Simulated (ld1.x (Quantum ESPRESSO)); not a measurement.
# Ni: excitation energies, all-electron against TM

```json
{"Element": "Ni", "Generator": "ld1.x (Quantum ESPRESSO) 7.5", "Type": "norm-conserving Troullier–Martins (Kleinman–Bylander form)", "Functional": "Wu–Cohen", "Relativity": "fully relativistic", "Frozen core": "[Ar]", "Valence charge": "10", "Reference configuration": "3d8 4s1.5 4p0.5", "Partial waves": "4p (bound): rc 2.50 bohr; 3d (bound): rc 1.70 bohr; 4s (bound): rc 2.05 bohr", "Local potential": "the s channel", "Core correction": "a·sin(br)/r model core inside 1.50 bohr"}
```

Open shells are filled in proportion to 2j + 1 (rel_dist='average').

Energies are relative to the spin-unpolarised reference configuration 3d8 4s1.5 4p0.5; without spin polarisation the order of configurations can differ from experiment.

Give the all-electron excitation energy and the error of the potential for: 3d8 4s2 4p0; 3d8 4s1 4p0; 3d8 4s0 4p0; 3d8 4s1.5 4p0; 3d8.5 4s1.5 4p0; 3d7 4s2 4p1; 3d6 4s0 4p0.

```tsv
valence configuration	charge	ΔE all-electron (eV)	error AE − PS (meV)
3d8 4s2 4p0	0	-2.294	-0.2
3d8 4s1 4p0	+1	7.062	-2.2
3d8 4s0 4p0	+2	24.311	-25
3d8 4s1.5 4p0	+0.5	1.443	-0.3
3d8.5 4s1.5 4p0	0	-3.479	-54
3d7 4s2 4p1	0	8.301	-275
3d6 4s0 4p0	+4	119.356	-1315
```
